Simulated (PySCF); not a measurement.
Unknown compound

Molecular formula: C$_{7}$H$_{10}$Si$_{2}$. Simulated spectra:

1H NMR (600 MHz, computed): δ 7.25 (m, 2H), 7.13 (m, 2H), 4.72 (m, 1H), 4.55 (m, 1H), 2.31 (d, 1H), 0.29 (d, 3H).

13C{1H} NMR (computed): δ 158.8 (CH, 2C), 153.2 (CH, 2C), 103.8 (CH), 86.7 (C), -3.1 (CH3).

- GIAO PBE0/pcSseg-1 shieldings
- geometry: PBE0-D3(BJ)/def2-SVP
- code: PySCF 2.14
- non-relativistic Hamiltonian, rapidly exchanging positions averaged, a single conformation, no solvent model

Chemical shifts δ = σref − σ; 1H (31.27 ppm), 13C (184.41 ppm) against TMS, all at this level.

**Question.** Propose a structure and justify it.

**Answer.** 
Rings plus π bonds: 5 (1 ring in the answer). 5 carbon signals for 7 carbons: some carbons are equivalent by symmetry or fast rotation. Carbon types of the structure: 1 × C, 5 × CH, 1 × CH3, leaving 2 H on heteroatoms. δC 158.8, 153.2: alkene CH; an sp2 carbon of a C=C bond. δC 103.8: terminal alkyne carbon; sp carbons lie upfield of alkene carbons because the cylindrical π system leaves one tensor component strongly shielded. δC 86.7: alkyne carbon; sp carbons lie upfield of alkene carbons because the cylindrical π system leaves one tensor component strongly shielded. δC -3.1: methyl carbon bonded to Si; an electropositive neighbour leaves it electron-rich and shielded. δH 7.25, 7.13: hydrogen on an alkene CH; olefinic region. δH 2.31: hydrogen on a terminal alkyne carbon; it lies on the axis of the triple bond, in its shielding cone. δH 0.29: hydrogen on a methyl carbon bonded to Si; an electropositive neighbour shields it, as in TMS itself.

These data were computed for `InChI=1S/C7H10Si2/c1-3-9-6-4-8(2)5-7-9/h1,4-9H,2H3/t8-,9+`.

The data come from this structure; uniqueness wasn't tested.

Shifts are as computed. Against solution values, carbons near 30 ppm lie about +2 ppm off and those near 130 ppm about +5 ppm. Of 1211 compounds with measured shifts, 218 miss one by over three times the rms of a fit or turn the order of signals round; such compounds aren't used in these exercises. No couplings were computed; multiplicities are counted from neighbouring protons, with m where these are inequivalent, close in shift, in a saturated or five-membered ring or joined by F or P, and br s for small geminal =CH2 splittings.
